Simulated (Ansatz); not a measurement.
Several settings on one geometry of Sb₂As⁺ (the lowest singlet isomer of a short search) (that of the charge 1 singlet, PBE-D4/def2-TZVP). Ansatz on 4 threads of Intel Xeon on a shared host; times are rough.

```xyz
3

As    0.286   -1.012    0.975
Sb   -1.255    0.881    0.228
Sb    0.969    0.131   -1.203
```

Totals from different functionals, basis sets or treatments of relativity can't be compared as stabilities.

In the def2 sets Sb takes a core potential; there is no spin–orbit coupling. HSE06 is defined as in plane-wave codes, on full-range PBE exchange.

The spins typed aren't always the lowest for that charge.

Q: Give the basis size and estimate the energy, ⟨S²⟩ and time of these runs.

| run | method | charge | state | further keys |
| --- | --- | --- | --- | --- |
| 1 | UKS ωB97M-V/def2-TZVP | 2 | doublet | scf: {omitted_lower_state_checks: [starts]}; forces asked |
| 2 | UKS revPBE/STO-3G | 1 | triplet | final_grid: {core_spheres: 8, valence_spheres: 7, degree: 23}; pseudopotentials: {relativity: none}; accuracy: high; scf: {omitted_lower_state_checks: [starts]}; forces asked |
| 3 | RKS HSE06/def2-TZVP | 1 | singlet | – |

A: 
```csv
run,functions,energy (Eh),⟨S²⟩,wall time
1,148,-2715.4680,0.76,68 s
2,72,-14716.3668,2.08,4.5 s
3,148,-2715.9254,–,4.4 s
```
